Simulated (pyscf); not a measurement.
**`[O][Sc]([OH])[OH]`, doublet**

Gas-phase minimum from PySCF at ωB97X-D3(BJ)/def2-SVP, one conformer. Other isomers of [O–Sc(OH)–OH]• were not searched in full and may lie lower. 

SMILES: [O][Sc]([OH])[OH]
```xyz
6

O      0.2603     0.6968     1.7852
Sc    -0.8101     0.0891     0.2899
O     -0.7915    -1.7360    -0.0461
O     -1.7299     1.3988    -0.6506
H     -0.8946    -2.6311    -0.3713
H     -2.2585     1.9305    -1.2468
```
Charge 0, spin multiplicity 2.

Bonded distances (Å): O1–Sc2 1.937, Sc2–O3 1.856, Sc2–O4 1.856, O3–H5 0.958, O4–H6 0.958. Angles (°): O1–Sc2–O3 116.3, O1–Sc2–O4 116.3, O3–Sc2–O4 127.4, Sc2–O3–H5 168.3, Sc2–O4–H6 168.6.

Properties at ωB97X-D3(BJ)/def2-SVP:

| Item | Value |
|---|---|
| Harmonic wavenumbers, unscaled | 95, 154, 160, 203, 305, 385, 398, 641, 737, 783, 4007, 4010 cm⁻¹ |
| Zero-point energy | 17.0 kcal/mol |
| Rotational symmetry number | 2 |
| Entropy of this conformer at 298 K and 1 atm, rigid rotor and harmonic oscillator, modes under 100 cm⁻¹ raised to 100 | 336.1 J/(mol K) |
| Dipole moment | 3.33 D |
| Spin expectation value S2 | 0.754 |

Single-point totals, which compare only within one level:

```csv
level,total energy (hartree)
ωB97X-D3(BJ)/def2-TZVP,-987.79882
PBE/def2-TZVP,-987.33009
r²SCAN/def2-TZVP,-987.64638
B3LYP-D3(BJ)/def2-TZVP,-987.81131
PBE0-D3(BJ)/def2-TZVP,-987.35383
M06-2X/def2-TZVP,-987.67006
ωB97M-D3(BJ)/def2-TZVP,-987.87051
```

Soft torsions are taken as harmonic, which can shift the entropy by several J/(mol K). Open-shell species with a d-block atom are single-reference here; other states, and whether the spin sits on metal or ligand, were not checked.
